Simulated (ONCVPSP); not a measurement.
# Varying the ONCV potential for Sr (Z = 38)

Base potential:

- Element: strontium
- Generator: ONCVPSP 4.0.1
- Type: optimised norm-conserving Vanderbilt (ONCV)
- Functional: BLYP
- Relativity: non-relativistic
- Frozen core: [Ar] 3d10
- Valence charge: 10
- Reference configuration: 4s2 4p6 5s1 5p1
- Partial waves: 4s+5s: rc 2.70 bohr, ncon 4, nbas 8, qcut 5.9 1/bohr, 2 projectors; 4p+5p: rc 2.50 bohr, ncon 3, nbas 6, qcut 5.4 1/bohr, 2 projectors; d scattering state at 0.23 Ha: rc 2.75 bohr, ncon 3, nbas 7, qcut 3.6 1/bohr, 2 projectors, debl 3.8 Ha
- Local potential: polynomial inside 1.85 bohr (lpopt 5, dvloc0 1 Ha)
- Core correction: none

In the d channel the program set the typed energies aside and used -0.084, 3.716 Ha.

All-electron outer shells of the reference configuration (BLYP, non-relativistic, ld1.x):

```tsv
shell	level (eV)	outermost node (bohr)	outermost maximum (bohr)
3d	-131.80	–	0.38
4s	-40.56	0.61	1.21
4p	-23.88	0.62	1.33
5s	-3.98	1.68	3.62
5p	-1.65	1.96	4.71
```

Cutoffs, loose and tight: the cutoffs (Ha) at which the residual kinetic energy of the hardest occupied pseudo-wave falls to 1 and 0.1 mHa per electron. They do not see the model core or the augmentation charge, which bear on the density cutoff. Test errors are all-electron minus pseudo excitation energies from the reference, over the configurations 4s2 4p6 5s2 5p0; 4s2 4p6 5s1 5p0; 4s2 4p6 5s0 5p0; 4s2 4p6 5s1.5 5p0. A dash means not determined; rows that change the core or the reference have their own tests.

For the base: The cutoffs count occupied waves only; projector 2 of the d channel, the hardest unoccupied one, needs 35 Ha at the loose tolerance.

```tsv
change	outcome	cutoff, loose	cutoff, tight	bound ghosts	GHOST(+) flags above zero	largest test error (meV)
base	generated, projector energies reset by the program	8.0 Ha	10 Ha	none	d	-0.4
d: nproj 1	generated, projector energies reset by the program	8.0 Ha	10 Ha	none	none	-0.4
functional revPBE	generated, projector energies reset by the program	8.3 Ha	11 Ha	none	d	-0.4
p: rc 2.18	generated, projector energies reset by the program	7.7 Ha	10 Ha	none	d	-0.4
local potential polynomial inside 1.65 bohr (lpopt 5, dvloc0 0 Ha)	generated, projector energies reset by the program	8.0 Ha	10 Ha	none	none	-0.4
d: qcut 4.9	generated, projector energies reset by the program	8.0 Ha	10 Ha	none	none	-0.4
p: qcut 7.7	generated, projector energies reset by the program	7.7 Ha	10 Ha	none	d	-0.4
all radii scaled by about 0.88 (s 2.38, p 2.20, d 2.42 bohr); local potential polynomial inside 1.62 bohr (lpopt 5, dvloc0 1 Ha)	generated, projector energies reset by the program	9.7 Ha	12 Ha	none	d	-0.3
```

Task: What comes out with this change to the base: scalar-relativistic?

Result: outcome: generated, projector energies reset by the program; cutoff, loose: 8.1 Ha; cutoff, tight: 10 Ha; bound ghosts: none; GHOST(+) flags above zero: d; largest test error (meV): -1.6.
